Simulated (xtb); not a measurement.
gallium atom (Ga), doublet (GFN-xTB shapes and energies of metal compounds can be far from the true ones); GFN0-xTB in xtb.

xtb was given this input:
```
$ xtb mol.xyz --gfn 0 --uhf 1 --etemp 1000 --json

# file mol.xyz
1

Ga     0.00000000     0.00000000     0.00000000
```

What does xtb print? Leave out banner, timings and long lists.


```
   ID    Z sym.   atoms
    1   31 Ga     1

           -------------------------------------------------
          |                Calculation Setup                |
           -------------------------------------------------

           -------------------------------------------------
          |                 G F N 0 - x T B                 |
           -------------------------------------------------

          ...................................................
          :                      SETUP                      :
          :.................................................:
          :  # basis functions                  10          :
          :  # atomic orbitals                   9          :
          :  # shells                            3          :
          :  # electrons                         3          :
          :  electronic temp.         1000.0000000     K    :
          :  accuracy                    1.0000000          :
          :  -> integral cutoff          0.2500000E+02      :
          :  -> integral neglect         0.1000000E-07      :
          ...................................................

         :::::::::::::::::::::::::::::::::::::::::::::::::::::
         ::                     SUMMARY                     ::
         :::::::::::::::::::::::::::::::::::::::::::::::::::::
         :: total energy              -1.001551542820 Eh    ::
         :: gradient norm              0.000000000000 Eh/a0 ::
         :: HOMO-LUMO gap              0.000000000000 eV    ::
         ::.................................................::
         :: H0 energy                 -1.001551542820 Eh    ::
         :: repulsion energy           0.000000000000 Eh    ::
         :: electrostat energy         0.000000000000 Eh    ::
         :: -> Gsolv                   0.000000000000 Eh    ::
         ::    -> Gsasa                0.000000000000 Eh    ::
         ::    -> Gshift               0.000000000000 Eh    ::
         :: dispersion energy          0.000000000000 Eh    ::
         :: short-range corr.          0.000000000000 Eh    ::
         :: add. restraining           0.000000000000 Eh    ::
         :: total charge               0.000000000000 e     ::
         :::::::::::::::::::::::::::::::::::::::::::::::::::::

           -------------------------------------------------
          |                Property Printout                |
           -------------------------------------------------

    * Orbital Energies and Occupations

         #    Occupation            Energy/Eh            Energy/eV
      -------------------------------------------------------------
         1        2.0000           -0.4125311             -11.2255
         2        0.3333           -0.1704421              -4.6380 (HOMO)
         3        0.3333           -0.1704421              -4.6380 (LUMO)
         4        0.3333           -0.1704421              -4.6380
         5                         -0.0204655              -0.5569
         6                         -0.0204655              -0.5569
         7                         -0.0204655              -0.5569
         8                         -0.0204655              -0.5569
         9                         -0.0204655              -0.5569
      -------------------------------------------------------------
                  HL-Gap            0.0000000 Eh            0.0000 eV
             Fermi-level            0.0000000 Eh            0.0000 eV

     #   Z          covCN         q      C6AA      α(0)
     1  31 Ga       0.000     0.000   493.687    56.263

 Mol. C6AA /au·bohr⁶  :        493.687497
 Mol. C8AA /au·bohr⁸  :      55499.446718
 Mol. α(0) /au        :         56.262757

Wiberg/Mayer (AO) data.
largest (>0.10) Wiberg bond orders for each atom

 ---------------------------------------------------------------------------
     #   Z sym  total        # sym  WBO       # sym  WBO       # sym  WBO
 ---------------------------------------------------------------------------
     1  31 Ga   0.000
 ---------------------------------------------------------------------------

 dipole moment from electron density (au)
     X       Y       Z
   0.0000   0.0000   0.0000  total (Debye):    0.000

           -------------------------------------------------
          | TOTAL ENERGY               -1.001551542820 Eh   |
          | GRADIENT NORM               0.000000000000 Eh/α |
          | HOMO-LUMO GAP               0.000000000000 eV   |
           -------------------------------------------------

normal termination of xtb
```
